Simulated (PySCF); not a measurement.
SCF from a fresh guess for quartet IrSF2, at the PBE0 minimum. PySCF input:

```python
from pyscf import gto, scf, dft
mol = gto.M(atom='''
Ir     0.106466     0.184397    -0.021612
S     -0.936930    -1.622752     0.190196
F      1.843041    -0.492099    -0.050282
F     -1.347648     1.350113    -0.050282''',
    basis={'Ir': 'def2-SVP', 'S': 'def2-SVP', 'F': 'def2-SVP'},
    ecp={'Ir': 'def2-SVP'},
    charge=0, spin=3)
mf = dft.UKS(mol, xc='PBE0')
mf.grids.atom_grid = (50, 194)
aux = {'Ir': 'def2-universal-JKFIT', 'S': 'def2-universal-JKFIT', 'F': 'def2-universal-JKFIT'}
mf = mf.density_fit(auxbasis=aux)
mf.conv_tol = 1e-08
mf.diis_space = 10
mf.max_cycle = 60
mf.init_guess = 'minao'
mf.verbose = 4
mf.kernel()
```

Excerpt of the output (cycles alone):

```
init E= -689.73147615339
cycle= 1 E= -700.892297412312  delta_E= -11.2  |g|= 1.08  |ddm|= 5.82
cycle= 2 E= -696.71684816289  delta_E= 4.18  |g|= 3.02  |ddm|= 4.74
cycle= 3 E= -701.386204892045  delta_E= -4.67  |g|= 0.665  |ddm|= 4.24
cycle= 4 E= -701.472558957569  delta_E= -0.0864  |g|= 0.529  |ddm|= 0.561
cycle= 5 E= -701.590152579809  delta_E= -0.118  |g|= 0.101  |ddm|= 0.361
cycle= 6 E= -701.595139744888  delta_E= -0.00499  |g|= 0.0434  |ddm|= 0.132
cycle= 7 E= -701.596228674566  delta_E= -0.00109  |g|= 0.0101  |ddm|= 0.0592
cycle= 8 E= -701.59633130715  delta_E= -0.000103  |g|= 0.00438  |ddm|= 0.0215
cycle= 9 E= -701.596361235342  delta_E= -2.99e-05  |g|= 0.00177  |ddm|= 0.0149
cycle= 10 E= -701.596366264185  delta_E= -5.03e-06  |g|= 0.00115  |ddm|= 0.00649
cycle= 11 E= -701.596367123427  delta_E= -8.59e-07  |g|= 0.000521  |ddm|= 0.00169
cycle= 12 E= -701.596367596097  delta_E= -4.73e-07  |g|= 0.000128  |ddm|= 0.00215
cycle= 13 E= -701.59636765174  delta_E= -5.56e-08  |g|= 4.85e-05  |ddm|= 0.000677
cycle= 14 E= -701.596367662687  delta_E= -1.09e-08  |g|= 1.67e-05  |ddm|= 0.000348
cycle= 15 E= -701.596367663558  delta_E= -8.71e-10  |g|= 4.45e-06  |ddm|= 9.13e-05
Extra cycle  E= -701.596367663633  delta_E= -7.46e-11  |g|= 4.23e-06  |ddm|= 2.25e-05
converged SCF energy = -701.596367663633  <S^2> = 3.761543  2S+1 = 4.0057674
```

No lower solution of this spin was found from smeared starts or by a stability analysis within the unrestricted form.

Open d and f shells are described by one determinant, and the ground state may have another occupation or spin. With an element this heavy the missing spin–orbit coupling can shift these numbers.

The search for the lowest solution, 3 starts and the stability check together, took 21 s on 2 threads of a shared Arm Neoverse N1 host, with 78 basis functions; the process peaked at 0.41 GiB.
